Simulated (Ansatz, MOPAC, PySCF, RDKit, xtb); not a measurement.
Pair of molecules: C2H4 (SMILES C=C) (first 6 atoms) with CH5N (SMILES CN); geometry from B3LYP-D3(BJ)/def2-TZVP, rigid monomers moved along the line of their centres of mass till H5···N8 is 3.47 Å.
(charge 0, multiplicity 1):
```xyz
13

C     -0.64297     0.26062     0.06777
C      0.54211    -0.19982     0.44388
H     -0.91349     0.36676    -0.97638
H     -1.39485     0.55140     0.79203
H      0.81222    -0.30577     1.48927
H      1.28680    -0.48808    -0.28980
C     -0.59141     0.32705     4.94572
N      0.76223    -0.22827     4.96115
H     -1.25620    -0.36634     4.42848
H     -0.58905     1.25857     4.37787
H     -1.01980     0.53365     5.93533
H      0.78712    -1.10385     5.46960
H      1.40543     0.40247     5.42405
```

```csv
level,interaction energy (meV),cost
UFF,-25.1,-
GFN-FF,-29.8,-
AM1,-4.3,-
PM3,-7.8,-
GFN1-xTB,-22.0,-
GFN2-xTB,-35.4,-
HF/aug-cc-pVDZ,-19.3,-
BP86/6-31G* (no counterpoise),-28.6,-
B3LYP/3-21G (no counterpoise),-47.0,-
B3LYP/6-31G*,-16.7,-
B3LYP/6-31G* (no counterpoise),-37.8,-
B3LYP/6-311+G** (no counterpoise),-17.8,-
B3LYP/def2-TZVPPD,-13.8,×1
B3LYP-D4/def2-TZVPPD,-37.3,×1
PBE0-D4/def2-TZVPPD,-45.2,×1
wB97X-V/def2-TZVPPD,-39.9,×3
MP2/6-31G*,-28.6,-
MP2/6-31G* (no counterpoise),-51.3,-
CCSD/aug-cc-pVDZ,-35.0,-
CCSD(T)/aug-cc-pVDZ,-38.1,×10
```

The rows run from -51.3 (MP2/6-31G* (no counterpoise)) to -4.3 meV (AM1). In aug-cc-pVDZ the value moves HF -19.3, CCSD -35.0, CCSD(T) -38.1, a shift of -18.8 from HF to CCSD(T). The dispersion term adds -23.5 in B3LYP-D4.

Monomers are frozen at their geometry in the pair; levels with a basis set take the counterpoise correction. Rows marked so take none. RDKit's UFF carries no charges.

Correlated levels freeze the cores. Rows in 3-21G, 6-311+G**, 6-31G* carry no dispersion term and start afresh at each structure (6-31G* with six Cartesian d functions). MP2/6-31G* freezes PySCF's default core. The state that AM1, PM3 reach isn't checked.

Programs: Ansatz (an electronic-structure program); MOPAC for AM1, PM3 (differences of heats of formation); PySCF for 3-21G rows, 6-311+G** rows, 6-31G* rows, the dispersion terms; RDKit for the force fields; xtb for the GFN methods. Each number belongs to the level named beside it.

Costs are rough ratios of core time to PBE/def2-TZVPPD (about 6 s over the structures, on one shared machine); a dash marks a level with no comparable run of its own.
